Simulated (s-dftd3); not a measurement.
C6H14, charge +1, doublet, geometry from GFN2-xTB (a state made from the parent by changing its charge; the spin is typed, not shown lowest); D3(bj) for b3lyp in s-dftd3.

The s-dftd3 input:
```
$ s-dftd3 mol.xyz --bj b3lyp --json dftd3.json --noedisp --grad

# file mol.xyz
20

C      2.89416786     0.74919895    -0.41430113
C      1.79911202     0.17839054     0.45452630
C      0.45322637     0.08590507    -0.22323397
C     -0.56654948    -0.77278902     0.53384272
C     -1.87713109    -0.80884078    -0.23337124
C     -2.72361937     0.42325915    -0.05945597
H      3.18127536     0.07025035    -1.22078394
H      2.58047507     1.68044876    -0.88406927
H      3.79154708     0.91390593     0.17937572
H      2.13428415    -0.79912799     0.82772427
H      1.68009306     0.77448876     1.37183279
H     -0.01235716     1.07934304    -0.31956922
H      0.58546979    -0.26869552    -1.25223899
H     -0.73038177    -0.39039510     1.54222255
H     -0.15348110    -1.78177139     0.62386405
H     -1.70557795    -1.02167091    -1.29362739
H     -2.45433073    -1.66951534     0.14219583
H     -2.93759946     0.62588510     0.99020304
H     -3.65319361     0.35548650    -0.61881426
H     -2.18146040     1.30062448    -0.43635546
```

What does s-dftd3 print? Leave out banner, timings and long lists.


```
-----------------------------------
 s i m p l e   D F T - D 3  v1.4.0
-----------------------------------

Rational (Becke-Johnson) damping: b3lyp-D3(BJ)
---------------------
  s6         1.0000
  s8         1.9889
  s9         0.0000
  a1         0.3981
  a2         4.4211
 alp        14.0000
--------------------

Dispersion energy:      -2.4817860039468E-02 Eh

Gradient norm:           1.4140117931823E-03 Eh/a0
--------------------------------------------------
     #    Z           dE/dx      dE/dy      dE/dz
--------------------------------------------------
     1    6 C     4.082E-04  1.286E-04 -7.273E-05
     2    6 C     3.932E-04  8.470E-05  9.025E-05
     3    6 C     1.912E-04 -1.141E-05 -3.339E-05
     4    6 C    -1.068E-04 -2.805E-04  1.325E-04
     5    6 C    -3.443E-04 -1.806E-04 -5.150E-05
     6    6 C    -5.172E-04  1.490E-04 -2.674E-05
     7    1 H     2.295E-04  6.861E-06 -1.277E-04
     8    1 H     1.875E-04  1.640E-04 -9.958E-05
     9    1 H     1.950E-04  6.119E-05 -4.208E-06
    10    1 H     2.058E-04 -1.063E-04  1.285E-04
    11    1 H     1.506E-04  1.081E-04  2.047E-04
    12    1 H     1.923E-05  2.183E-04 -7.387E-05
    13    1 H     6.658E-05 -4.794E-05 -2.482E-04
    14    1 H    -5.099E-05 -9.128E-05  2.819E-04
    15    1 H    -9.012E-06 -2.884E-04  1.072E-04
    16    1 H    -1.428E-04 -1.597E-04 -1.947E-04
    17    1 H    -1.626E-04 -1.993E-04 -1.522E-06
    18    1 H    -2.554E-04  1.302E-04  1.007E-04
    19    1 H    -2.127E-04  8.054E-05 -4.966E-05
    20    1 H    -2.451E-04  2.340E-04 -6.221E-05
--------------------------------------------------

Virial:
--------------------------------------------------
      component           x          y          z
--------------------------------------------------
          x       1.799E-02  1.697E-03 -7.450E-05
          y       1.697E-03  5.188E-03 -7.292E-04
          z      -7.450E-05 -7.292E-04  3.853E-03
--------------------------------------------------

[Info] JSON dump of results written to 'dftd3.json'
```
